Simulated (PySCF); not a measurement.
(KF)2 ring, K2F2.
Z-matrix (Å and degrees, PBE0-D3(BJ)/def2-SVP geometry), rows numbered from 1:
```
K 
F   1  2.3370
K   2  2.3344  1   96.16
F   1  2.3348  2   83.85  3    -0.01
```

The closed-shell ground state was solved at several levels (PySCF, density fitting, gas phase, non-relativistic). The dipole stays under 0.02 D at every level.

```csv
level,basis functions,total energy (Eh),HOMO (eV),LUMO (eV),gap (eV)
KT2/pcSseg-1,110,-1409.9574,-5.16,-0.70,4.46
B3LYP/def2-SVPD,100,-1399.4463,-6.78,-0.64,6.14
B3LYP/pcJ-1 (pcSseg-1 on K),130,-1399.6201,-6.59,-0.62,5.97
```

(1) Estimate the row for PBE0/pcSseg-1, a basis of 110 functions; the other rows only guide the guess.

(2) Over all these levels, which gives the widest orbital gap and which the narrowest?

Results:

(1) Total energy -1399.0343 Eh, HOMO -6.86 eV, LUMO -0.36 eV, gap 6.50 eV.

(2) PBE0/pcSseg-1 (global hybrid, 25 % exact exchange) has the widest, 6.50 eV, and KT2/pcSseg-1 (GGA) the narrowest, 4.46 eV. The two share the basis. From the narrowest to the widest the HOMO moves by -1.70 eV and the LUMO by +0.34 eV.
